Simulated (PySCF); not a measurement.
# BeF: from constants to spectrum

UHF-CCSD(T) constants of BeF, ²Σ⁺ (doublet), unpaired electrons σ ↑ (Be aug-cc-pVDZ, F aug-cc-pVDZ; no relativity (PySCF 2.14); masses 9.0122 and 18.9984 u):

```
ωe              : 1180.6 cm⁻¹
ωexe            : 7.24 cm⁻¹
Be              : 1.3899 cm⁻¹
αe              : 0.0148 cm⁻¹
D (centrifugal) : 7.71e-06 cm⁻¹
De to Be + F    : 5.40 eV
```

Problem. Give the vibrational terms G(v) and spacings up to v = 6.

Solution. G(v) = ωe(v+½) − ωexe(v+½)².

| v | G(v) (cm⁻¹) | G(v) − G(v−1) | Bv (cm⁻¹) |
| --- | --- | --- | --- |
| 0 | 588 |  | 1.382 |
| 1 | 1755 | 1166 | 1.368 |
| 2 | 2906 | 1152 | 1.353 |
| 3 | 4043 | 1137 | 1.338 |
| 4 | 5166 | 1123 | 1.323 |
| 5 | 6274 | 1108 | 1.308 |
| 6 | 7368 | 1094 | 1.294 |

Problem. How well does the Morse estimate ωe²/(4ωexe) reproduce De, and what is D0?

Solution. It gives 5.97 eV, 111 % of the computed De. D0 = De − G(0) = 5.40 − 0.07 = 5.33 eV.

Correlated steps freeze 1 core orbital. Correlated levels converge slowly with the basis: in double zeta they bind strong bonds too weakly, by up to about 1 eV, and carry superposition errors of some tenths. The state was picked by a PBE0 search and need not be the measured ground state.
